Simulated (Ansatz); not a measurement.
Relaxation of Cl₃FGe (5 atoms, charge 0, multiplicity 1), to a largest force component of 0.02 eV/Å in at most 40 steps.

These are results of Ansatz 0.2.0, RKS PBE-D4/def2-SVP, not measurements.

```xyz
5
Properties=species:S:1:pos:R:3:forces:R:3
Ge 0.000 0.000 0.000 1.49 2.55 1.05
Cl 0.000 0.000 2.220 -0.03 -0.05 -1.16
Cl 2.094 0.000 -0.739 -1.11 -0.05 0.36
Cl -1.046 1.812 -0.739 0.50 -0.97 0.35
F -0.791 -1.371 -0.559 -0.85 -1.47 -0.60
```

Q: Where does it end, and by what steps?

A: It converged. After 3 steps the energy has fallen by 0.206 eV; Cl3 moved furthest, 0.06 Å.

```json
{"step": "0", "energy less start (eV)": "0.0000", "largest force component (eV/Å)": "2.546", "accepted": "yes"}
{"step": "1", "energy less start (eV)": "-0.1865", "largest force component (eV/Å)": "0.980", "accepted": "yes"}
{"step": "2", "energy less start (eV)": "-0.2054", "largest force component (eV/Å)": "0.044", "accepted": "yes"}
{"step": "3", "energy less start (eV)": "-0.2057", "largest force component (eV/Å)": "0.012", "accepted": "yes"}
```

```xyz
5
Properties=species:S:1:pos:R:3
Ge 0.028 0.048 0.020
Cl 0.001 0.001 2.158
Cl 2.035 0.001 -0.718
Cl -1.016 1.762 -0.718
F -0.791 -1.371 -0.560
```

Time of the run: 7.3 s on 2 threads of Arm Neoverse V2, with other jobs on the host, peak memory 0.15 GiB.
